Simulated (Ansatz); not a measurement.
Species: CH$_{3}$Si, SMILES `[CH]=[SiH2]` (charge 0, multiplicity 2).

Problem. Give a relaxed geometry from Ansatz (an electronic-structure program) with B3LYP-D3(BJ)/def2-TZVP.

Solution. the end point of this relaxation (outside a Z-matrix the atoms follow the SMILES, hydrogens last).
Cartesian coordinates (Å) in one orientation:
```xyz
5

C      1.104    -0.025     0.020
Si    -0.563     0.013    -0.010
H      2.174    -0.049     0.039
H     -1.325     1.250    -0.256
H     -1.389    -1.188     0.207
```
